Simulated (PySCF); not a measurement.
## Induced dipoles and field energies

Species: C₃H₁₀O₂Si₂.
SMILES with atom numbers: `[O:1]=[C:2]([CH2:3][CH2:4][SiH3:5])[O:6][SiH3:7]` (hydrogens: H8, H9 on C3; H10, H11 on C4; H12, H13, H14 on Si5; H15, H16, H17 on Si7)

Structure used (GFN2-xTB), in Å, numbered top down from 1:
```
atom  x, y, z in Å
O1     0.4157    0.7632   -0.3513
C2     0.6271   -0.1019    0.4656
C3    -0.4579   -0.8485    1.1781
C4    -1.7306   -0.8659    0.3445
Si5   -2.1897    0.8595   -0.3436
O6     1.8538   -0.4414    0.8053
Si7    3.1563    0.3383    0.1038
H8    -0.6352   -0.3149    2.1179
H9    -0.0981   -1.8491    1.4314
H10   -2.5420   -1.2592    0.9559
H11   -1.6014   -1.5607   -0.4859
H12   -1.7988    1.9108    0.5926
H13   -1.7607    1.0626   -1.7196
H14   -3.6663    0.8515   -0.3621
H15    4.2062   -0.3964    0.7944
H16    3.1197    0.1114   -1.3346
H17    3.0948    1.7526    0.4470
```

Level: CAM-B3LYP/def2-SVPD (PySCF); nuclei fixed, core orbitals frozen in the response. Permanent dipole (1.802, -1.526, 1.221) D (1 au = 2.5417 D). Static polarisability (au):

```
x   110.47  -2.44   3.32
y    -2.44  86.41  -6.13
z     3.32  -6.13  83.45
```

Only the terms in μ and α are kept: μ(F) = μ + αF and ΔE = −μ·F − ½ F·αF.

What do fields of 0.154 V/Å (0.003 au) along the six axis directions do?

```tsv
field along	induced x (D)	induced y (D)	induced z (D)	total size (D)	−μ·F (kJ/mol)	−½F·αF (kJ/mol)
+x	0.842	-0.019	0.025	3.306	-5.584	-1.305
−x	-0.842	0.019	-0.025	2.150	+5.584	-1.305
+y	-0.019	0.659	-0.047	2.305	+4.729	-1.021
−y	0.019	-0.659	0.047	3.114	-4.729	-1.021
+z	0.025	-0.047	0.636	3.043	-3.784	-0.986
−z	-0.025	0.047	-0.636	2.385	+3.784	-0.986
```

For the field (0.0027, -0.0018, -0.0030) au, what is the induced dipole, and what angle does it make with the field?

αF = (0.744, -0.365, -0.585) D, at 9.5° to the field. The polarisability along this direction, F·αF/F², is 89.10 au, against a mean of 93.44 au.

Which field along μ doubles the dipole in that direction (linear response)?

The polarisability along the dipole is 104.04 au, so F = 1.0459 au / 104.04 au = 0.0101 au = 0.52 V/Å; higher-order terms are ignored.

What field makes μF equal to kT at 100 K?

kT = 0.3167 × 10⁻³ Eh, so F = 0.000303 au = 1.56 MV/cm.

Induction energy −ᾱe²/2R⁴ of a unit charge at 11 Å, the molecule taken as a point?

R = 20.79 bohr, so the energy is −93.4/(2 × 20.79⁴) Eh = -0.657 kJ/mol. The charge–dipole term at its most favourable orientation, −μe/R², is -6.35 kJ/mol.

Isolated species at its GFN2-xTB geometry (one conformer only).
